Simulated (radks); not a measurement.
Nb III, configuration [Kr] 4d3 (the NIST ground configuration).

Method: scalar-relativistic Kohn-Sham, SCAN, spin-polarised, spherical densities, finite nucleus; open shells are filled with parallel spins first (spin-orbit coupling, left out, can overturn this in heavy ions); meta-GGA in the generalised Kohn-Sham scheme; Fermi nuclear charge, rms radius 4.324 fm; computed with a radial shooting solver on a logarithmic mesh with Libxc functionals.

Energy parts (hartree):
total: -3819.75886
kinetic: 3933.06468
electron-nucleus: -9177.17468
Hartree: 1543.42571
exchange-correlation: -119.07456

Orbitals (lengths in bohr, moments of r in powers of bohr; r(90%) holds 90 % of the orbital's charge):
orbital  occ.  eigenvalue (hartree)  r(90%)      <r>
1s up       1             -693.3864  0.0646  0.03610
1s down     1             -693.3870  0.0646  0.03610
2s up       1             -98.02399   0.244   0.1579
2s down     1             -98.01024   0.244   0.1579
2p up       3             -87.48229   0.224   0.1377
2p down     3             -87.47207   0.224   0.1377
3s up       1             -17.09093   0.653   0.4420
3s down     1             -17.08533   0.653   0.4421
3p up       3             -13.60944   0.673   0.4451
3p down     3             -13.60247   0.673   0.4451
3d up       5              -7.95201   0.694   0.4330
3d down     5              -7.93912   0.693   0.4329
4s up       1              -2.88632    1.69    1.163
4s down     1              -2.80550    1.68    1.154
4p up       3              -1.98121    1.92    1.297
4p down     3              -1.88700    1.90    1.283
4d up       3              -0.73427    2.87    1.833

The highest occupied level is 4d up at -19.980 eV. The electron density at the nucleus is 8.401e+04 e/bohr^3 (large components only). The density falls to 0.001 e/bohr^3 at r = 3.61 bohr.

Empty levels of this run are not shown, since the potential may be unsettled where no density lies.
